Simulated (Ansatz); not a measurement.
Gas-phase electronic energies from Ansatz, PBE0-D4/def2-TZVP geometries. CBS: MP2 limit from def2 TZ/QZ plus the TZ coupled-cluster correction, frozen cores. This one scheme is used for every species. DFT in def2-TZVPP. B3LYP here is the variant with VWN-RPA as its local correlation; programs differ in this. HSE06 is defined as in plane-wave codes. Each species was taken in one conformer, which may not be the lowest.

Reaction (hydrogenolysis of a B–C bond): `C=C(F)BCl` + H₂ → `BCl` + `C=CF`

`C=C(F)BCl`:

Cartesian coordinates in Å:
```
C 0.547 -0.460 -1.110
C -0.346 -0.307 -0.133
F -1.480 -1.027 -0.170
B -0.126 0.667 1.040
Cl -1.313 0.839 2.294
H 0.388 -1.147 -1.934
H 1.460 0.119 -1.082
H 0.870 1.315 1.094
```

H₂:

Cartesian coordinates in Å:
```
H -0.031 0.277 -0.248
H 0.031 -0.277 0.248
```

`BCl`:

```xyz
4

B    -0.124    0.086   -0.023
Cl    1.288   -0.885    0.233
H    -1.150   -0.468   -0.264
H    -0.014    1.268    0.053
```

`C=CF`:

Cartesian coordinates in Å:
```
C -0.500 0.414 0.267
C 0.431 -0.405 -0.177
F 1.068 -0.204 -1.334
H -0.793 1.293 -0.292
H -0.982 0.203 1.210
H 0.777 -1.301 0.326
```

| level | ΔE (kcal/mol) | difference from CCSD(T)/CBS |
| --- | --- | --- |
| PBE-D4 | 4.3 | 2.4 |
| revPBE-D4 | 5.2 | 3.3 |
| B97M-V | 3.4 | 1.5 |
| CAM-B3LYP-D4 | 1.5 | -0.4 |
| revPBE | 1.8 | -0.1 |
| r2SCAN | 3.7 | 1.8 |
| B3LYP | 0.5 | -1.4 |
| r2SCAN0 | 2.3 | 0.4 |
| HSE06 | 1.7 | -0.2 |
| CAM-B3LYP | 0.3 | -1.6 |
| RPA@PBE/def2-TZVPP | 1.1 | -0.8 |
| HF/def2-SVP | -4.2 | -6.1 |
| HF/def2-TZVPP | -4.2 | -6.1 |
| MP2/def2-QZVPP | 2.9 | 1.0 |
| SCS-MP2/def2-QZVPP | 1.3 | -0.6 |
| MP2/CBS(def2) | 3.1 | 1.2 |
| CCSD(T)/CBS | 1.9 | 0 |

Question: What do rigid-rotor, harmonic-oscillator terms from PBE0-D4/def2-TZVP frequencies (298.15 K, 1 bar) make of the CCSD(T)/CBS value? (Estimate.)

Answer: Computed: ΔZPE = +4.0 kcal/mol, ΔH = +5.0 kcal/mol, ΔS = 40 J/(mol·K), ΔG = +2.1 kcal/mol.

Largest T1 diagnostic among the species: 0.013.

At CCSD(T), def2-SVP lies −1.0 kcal/mol from the extrapolated value and def2-TZVPP −0.4 kcal/mol. From r2SCAN to r2SCAN0 (25 % exact exchange), in def2-TZVPP and without D4, ΔE moves by −1.4 kcal/mol. In def2-TZVPP, CCSD(T) changes the Hartree–Fock value by +5.7 kcal/mol (the triples alone add +1.4 kcal/mol) and MP2 by +6.9 kcal/mol.
